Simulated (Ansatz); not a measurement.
System: FeH, charge 0, multiplicity 4. The spin state was set by rule; other spins were not relaxed. 
Structure (B3LYP-D3(BJ)/def2-TZVP (Ansatz, a quantum-chemistry and plane-wave program) minimum search):
SMILES: [FeH]
```xyz
2

Fe     0.0000     0.0000    -0.0582
H      0.0000     0.0000     1.5126
```
Charge 0, spin multiplicity 4.

Total electronic energies in hartree. Valence correlation only, unless marked. Open shells are spin-unrestricted. No spin-orbit coupling. The frozen core is the preceding noble-gas configuration, with the filled d and f shells of earlier blocks. No relativistic terms. FCI takes restricted orbitals. CBS marks a two-point X^-3 extrapolation of the correlation energy; Hartree-Fock from the larger set. The bracket is a focal-point correction in the basis named. The program attaches cautions to a run behind MP2/def2-SVPD: other amplitudes. The program attaches cautions to a run behind RI-MP2/CBS(def2-TZVPPD,def2-QZVPPD): other amplitudes. The program attaches cautions to a run behind SCS-MP2/def2-SVPD: other amplitudes. The program attaches cautions to a run behind SCS-MP2/def2-TZVPP: other amplitudes. The program attaches cautions to a run behind RI-MP2/CBS(def2-TZVPP,def2-QZVPP)+[CCSD(T)-MP2]/def2-TZVPP: other amplitudes. The program attaches cautions to a run behind CCSD(T)/CBS(def2-TZVPPD,def2-QZVPPD): other amplitudes.

The UHF reference is spin-contaminated (<S^2> 0.99 over the pure value in the largest basis). The T1 diagnostic of CCSD in the largest basis is 0.152, which is high, so the coupled-cluster rows are less sure than usual.

```tsv
level	program	energy (Eh)
HF/6-31G*	Ansatz	-1262.79755
RI-HF/def2-TZVPPD	Ansatz	-1262.96636
BLYP/def2-TZVPD	Ansatz	-1264.31819
r2SCAN-D3(BJ)/def2-TZVPD	Ansatz + dftd3	-1264.22438
PBE0/STO-3G	Ansatz	-1250.32893
PBE0/def2-SVP	Ansatz	-1263.83268
PBE0-D4/def2-TZVP	Ansatz + dftd4	-1264.01822
BHLYP/def2-TZVPD	Ansatz	-1264.20806
r2SCANh/def2-TZVPD	Ansatz	-1264.20907
r2SCAN0/def2-TZVPD	Ansatz	-1264.18772
B2GP-PLYP-D3(BJ)/def2-TZVPD	Ansatz + dftd3	-1263.82974
B2GP-PLYP-D4/def2-TZVPD	Ansatz + dftd4	-1263.82960
RPA@PBE/def2-QZVPP	Ansatz	-1263.36102
MP2/def2-SVPD	Ansatz	-1262.91495
RI-MP2/CBS(def2-TZVPPD,def2-QZVPPD)	Ansatz	-1263.2027
SCS-MP2/def2-SVPD	Ansatz	-1262.89459
SCS-MP2/def2-TZVPP	Ansatz	-1263.11841
CCSD/6-31G	Ansatz	-1262.88845
CCSD(T)/STO-3G	Ansatz	-1249.58280
CCSDT/def2-SVP	Ansatz	-1262.93441
FCI/STO-3G	Ansatz	-1249.58451
RI-MP2/CBS(def2-TZVPP,def2-QZVPP)+[CCSD(T)-MP2]/def2-TZVPP	Ansatz	-1263.2359
CCSD(T)/CBS(def2-TZVPPD,def2-QZVPPD)	Ansatz	-1263.2376
```

Totals of different functionals don't rank their quality; only differences between species are comparable.
